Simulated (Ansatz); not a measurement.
Spectroscopic constants of MgSi-, multiplicity 4 (lowest of 2S+1 = 2, 4 at CCSD(T)/def2-TZVPP on PBE0 minima; our sources give no spin for the ground state, which may be another).

The constants come from a fifth-degree fit in 1/R (seven points, main isotopes). In def2 and cc sets the state is the lowest found near the PBE0 minimum, followed along R.

Run with Ansatz (a first-principles code). 

Energies at B97M-V/def2-TZVPP:

```
R (Å)       E (hartree)
--------  -------------
2.493064  -489.39510362
2.560082  -489.39650295
2.621739  -489.39709532
2.691437  -489.39714665
2.761136  -489.39670100
2.841557  -489.39574239
2.935382  -489.39422512
```

Problem. With a reduced mass of 12.9138 u, find the minimum, the force constant and the constants.

Solution. A fifth-degree polynomial in 1/R puts the minimum at r_e = 2.6621 Å with force constant 50.2 N/m. Then ω_e = (1/2πc)√(k/μ) = 257 cm⁻¹ and B_e = h/(8π²cμr_e²) = 0.1842 cm⁻¹; the cubic and quartic terms give α_e = 0.0021 and ω_e x_e = 2.6 cm⁻¹.
